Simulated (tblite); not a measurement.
Start geometry of `C=C/C(C)=N\CC` from a force field or distance geometry (Å):
```
atom  x, y, z in Å
C1    -2.3960    1.1531   -1.0098
C2    -1.1328    0.9085   -0.7041
C3    -0.6633   -0.2935    0.0931
C4    -1.7228   -1.2715    0.5508
N5     0.5422   -0.5674    0.4184
C6     1.6273    0.3151    0.0094
C7     2.9351   -0.2663    0.5288
H8    -2.6520    2.0484   -1.5769
H9    -3.2228    0.5088   -0.7197
H10   -0.3661    1.5968   -1.0157
H11   -2.2476   -1.7064   -0.3037
H12   -1.2589   -2.1006    1.1181
H13   -2.4417   -0.7774    1.2291
H14    1.6960    0.3929   -1.0821
H15    1.4971    1.3256    0.4395
H16    2.9130   -0.3543    1.6364
H17    3.1065   -1.2667    0.1248
H18    3.7780    0.3613    0.2519
```

Problem. What comes out of this run: GFN2-xTB geometry optimisation, gas phase (tblite 0.8.0)?

Solution. 
```
atom  x, y, z in Å
C1    -2.4148    1.1423   -1.0017
C2    -1.1488    0.8933   -0.6895
C3    -0.6745   -0.2663    0.0763
C4    -1.6921   -1.2613    0.5533
N5     0.5334   -0.5073    0.3758
C6     1.6422    0.3274    0.0075
C7     2.9236   -0.2962    0.5508
H8    -2.6919    2.0163   -1.5684
H9    -3.2238    0.4948   -0.7103
H10   -0.3815    1.5850   -1.0123
H11   -2.2256   -1.6920   -0.2920
H12   -1.1848   -2.0518    1.0978
H13   -2.4146   -0.7797    1.2094
H14    1.7170    0.4202   -1.0848
H15    1.5247    1.3390    0.4199
H16    2.8643   -0.3792    1.6323
H17    3.0541   -1.2921    0.1370
H18    3.7842    0.3139    0.2873
```

The energy falls by 0.103 eV over 32 L-BFGS steps, the largest force on an atom goes from 1.51 to 0.008 eV/Å, and the atoms move by 0.045 Å rms after alignment. The bond that changes most is C2–C3 (alkene CH carbon to imine carbon), which shortens by 0.048 Å. Bonds longer at the end by more than 0.005 Å: 2 of 17; shorter: 11. Among the angles that change most is C3–N5–C6, from 120.1° to 124.4°. Rotational constants go from 5259, 1439, 1155 to 5447, 1439, 1163 MHz. The orientation of the end geometry is arbitrary; only internal coordinates are fixed.

Its GFN2-xTB frequencies are all real (lowest 28 cm⁻¹). The numbers are those of one conformer.

These are computed values.
